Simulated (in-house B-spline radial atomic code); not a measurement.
Configurations of Mo³⁺, with energies counted from [Kr] 4d3. Computed with a radial B-spline atomic code at the basis-set limit: scalar-relativistic (X2C) B3LYP, spin-polarised, spherical fractional occupations, Fermi nucleus of rms radius 4.4091 fm. Shells without spins written out take the highest spin.

Caution: exact exchange at fractional occupations of open shells leaves self-interaction of up to several eV.

Occupations are held fixed; configurations that lie above the ionisation limit could autoionise.

| configuration | E - E(ref) (eV) | highest orbital | its <r> (bohr) |
| --- | --- | --- | --- |
| [Kr] 4d2 5s1 | 7.3139 | 5s up | 2.619 |
| [Kr] 4d(0 up, 2 down) 5s(1 up, 0 down) | 7.9347 | 5s up | 2.663 |
| [Ar] 3d10 4s2 4p5 4d4 | 34.981 | 4d up | 1.567 |
| [Ar] 3d10 4s2 4p5 4d3 5s1 | 44.097 | 5s up | 2.586 |
| [Ar] 3d10 4s2 4p5 4d3 5d1 | 60.111 | 5d up | 4.006 |
| [Ar] 3d(5 up, 4 down) 4s2 4p6 4d(4 up, 0 down) | 232.6 | 4d up | 1.515 |
| [Ar] 3d9 4s2 4p6 4d3 5d1 | 258.74 | 5d up | 3.942 |

Problem. Order these further configurations by energy, lowest first.
A. [Kr] 4d2 5f1
B. [Kr] 4d(0 up, 2 down) 5p(1 up, 0 down)
C. [Kr] 4d2 5d1
D. [Ar] 3d10 4s2 4p5 4d3 4f1
E. [Ar] 3d(4 up, 5 down) 4s2 4p6 4d(1 up, 2 down) 4f(0 up, 1 down)

Solution. B (14.643 eV), C (23.049 eV), A (30.413 eV), D (62.439 eV), E (264.6 eV).

Problem. How far above the reference does [Kr] 4d(2 up, 1 down) lie?

Solution. 2.6104 eV; its least bound orbital is 4d down with <r> = 1.638 bohr.

Problem. How far above the reference does [Ar] 3d9 4s2 4p6 4d3 5s1 lie?

Solution. 242.59 eV; its least bound orbital is 5s up with <r> = 2.559 bohr.
